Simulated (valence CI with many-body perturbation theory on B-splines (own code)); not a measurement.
Ce XXVII: calculated level list

Method: valence CI with perturbative core correlation (CI+MBPT): four valence electrons over a frozen Dirac-Fock core [Ar] 3d10, radial functions for each j: 11 s, 11 p, 9 d, 7 f, 5 g, 2 h, 1 i, with the one-electron correlation potential Σ1, the two-electron term Σ2, the three-electron term Σ3, Breit, model QED; selected CI, second order for the rest (own B-spline code, finite nucleus).

No measured spectrum was set against this ion. As an estimate, large intervals hold to a few tenths of a per cent, small ones and those within an open d or f shell to about a per cent.

Levels 46 to 71 of 71, with energies above the lowest level, (4s^2 4p1/2^2) J=0. "Leading %" is the weight of the configuration and term that name the level; weights of strongly mixed levels are sums over their largest components and can fall short. In the jj column 3d3/2^4 stands for four electrons in 3d with j = 3/2.

```
No.  Configuration  Term  J  E (cm⁻¹)  Leading %      g  Second component                   Leading jj
 46        4s4p²4d    ³G  3   1704600         48  0.999   12 % 4s4p²4d ⁵D  4s 4p1/2 4p3/2 4d3/2 (70 %)
 47        4s4p²4d    ⁵P  1   1704900         62  2.179   18 % 4s4p²4d ³P  4s 4p1/2 4p3/2 4d3/2 (82 %)
 48        4s4p²4d    ⁵D  3   1709400         26  1.184   22 % 4s4p²4d ¹F  4s 4p1/2 4p3/2 4d5/2 (54 %)
 49        4s4p²4d    ³P  2   1709600         51  1.209   16 % 4s4p²4d ³F  4s 4p1/2 4p3/2 4d5/2 (51 %)
 50        4s4p²4d    ³D  1   1714400         27  0.899   22 % 4s4p²4d ¹P  4s 4p1/2 4p3/2 4d3/2 (42 %)
 51        4s4p²4d    ¹G  4   1748600         25  1.170   24 % 4s4p²4d ³G  4s 4p1/2 4p3/2 4d5/2 (53 %)
 52        4s4p²4d    ³D  1   1761500         75  0.720    9 % 4s4p²4d ³P  4s 4p1/2 4p3/2 4d3/2 (79 %)
 53        4s4p²4d    ³G  4   1765400         35  1.101   29 % 4s4p²4d ¹G  4s 4p1/2 4p3/2 4d5/2 (86 %)
 54        4s4p²4d    ³D  3   1769100         52  1.205   32 % 4s4p²4d ³F  4s 4p1/2 4p3/2 4d5/2 (60 %)
 55        4s4p²4d    ³D  3   1772400         40  1.201   21 % 4s4p²4d ³F  4s 4p1/2 4p3/2 4d5/2 (74 %)
 56        4s4p²4d    ³D  1   1790800         71  0.679   10 % 4s4p²4d ¹P  4s 4p1/2 4p3/2 4d5/2 (82 %)
 57        4s4p²4d    ³P  0   1791000         77              10 % 4p⁴ ¹S  4s 4p1/2 4p3/2 4d5/2 (33 %)
 58        4s4p²4d    ³F  2   1794400         45  0.905   16 % 4s4p²4d ³D  4s 4p1/2 4p3/2 4d3/2 (64 %)
 59        4s4p²4d    ³P  0   1806100         69              14 % 4p⁴ ¹S  4s 4p1/2 4p3/2 4d3/2 (41 %)
 60        4s4p²4d    ³F  2   1817300         34  0.970   23 % 4s4p²4d ³D  4s 4p1/2 4p3/2 4d5/2 (50 %)
 61        4s4p²4d    ³F  3   1817800         38  1.071   26 % 4s4p²4d ¹F  4s 4p1/2 4p3/2 4d5/2 (67 %)
 62        4s4p²4d    ³P  1   1823500         45  1.458   29 % 4s4p²4d ³S  4s 4p1/2 4p3/2 4d5/2 (83 %)
 63        4s4p²4d    ³D  2   1827600         61  1.172   14 % 4s4p²4d ¹D  4s 4p1/2 4p3/2 4d5/2 (74 %)
 64        4s4p²4d    ¹S  0   1835000         40              36 % 4p⁴ ³P               4p3/2^4 (41 %)
 65        4s4p²4d    ³P  1   1837200         28  1.083   23 % 4s4p²4d ³D  4s 4p1/2 4p3/2 4d3/2 (35 %)
 66        4s4p²4d    ³D  2   1844900         38  1.235   27 % 4s4p²4d ³P  4s 4p1/2 4p3/2 4d5/2 (53 %)
 67        4s4p²4d    ³F  4   1852900         50  1.292   27 % 4s4p²4d ⁵D      4s 4p3/2^2 4d5/2 (82 %)
 68        4s4p²4d    ³G  5   1867800         61  1.270   36 % 4s4p²4d ⁵F      4s 4p3/2^2 4d5/2 (88 %)
 69        4s4p²4d    ³D  3   1879000         40  1.317   16 % 4s4p²4d ³F      4s 4p3/2^2 4d3/2 (61 %)
 70        4s4p²4d    ³P  2   1881500         24  1.351   24 % 4s4p²4d ³D      4s 4p3/2^2 4d3/2 (63 %)
 71        4s4p²4d    ³P  1   1885500         33  1.556   22 % 4s4p²4d ¹P      4s 4p3/2^2 4d3/2 (64 %)
```

Where two levels of one J and parity lie close, their mixing, g and order are uncertain.
